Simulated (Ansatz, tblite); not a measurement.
Cost and result up the ladder for NbCl₄ (5 atoms). Total charge 0; doublet. Geometry: r2SCAN-D4/def2-SVP.

```csv
atom,x (Å),y (Å),z (Å)
Nb1,0.0000,0.0000,0.0000
Cl2,2.1994,0.3526,-0.5117
Cl3,-0.4934,1.6479,1.5047
Cl4,-0.6648,-1.9235,1.0400
Cl5,-1.0412,-0.0770,-2.0330
```

Ansatz on 4 threads of Arm Neoverse V1 on a shared host; xTB runs through tblite on one thread. Times are rough, summed over both states, and most runs start from the orbitals of an earlier one. PBE-QIDH/def2-TZVP serves as the yardstick here, not as an exact answer. The other state is a singlet.

In the def2 sets Nb takes a core potential; there is no spin–orbit coupling. The xTB rows come from tblite. Correlated methods freeze 20 core orbitals; core or outer-core shells of Nb are correlated, in sets that lack core-valence functions. No other spin state of charge 0 was run.

Correlated methods converge slowly with the basis.

Raw xTB energies of ions are shifted by several eV, and xTB has no spin-polarisation term.

```csv
level,functions,wall time
GFN1-xTB,45,0.013 s
GFN2-xTB,45,0.014 s
PBE-D4/def2-TZVP,188,6.8 s
PBE0-D4/def2-TZVP,188,18 s
PBE-QIDH/def2-TZVP (with forces),188,33 s
```

Problem. Estimate what each level gives for the vertical IE (eV).

Solution. 
| level | vertical IE (eV) | difference from PBE-QIDH/def2-TZVP (eV) |
| --- | --- | --- |
| GFN1-xTB | 13.29 | 4.97 |
| GFN2-xTB | 12.38 | 4.06 |
| PBE-D4/def2-TZVP | 7.68 | -0.63 |
| PBE0-D4/def2-TZVP | 8.26 | -0.06 |
| PBE-QIDH/def2-TZVP (with forces) | 8.32 | 0.00 |
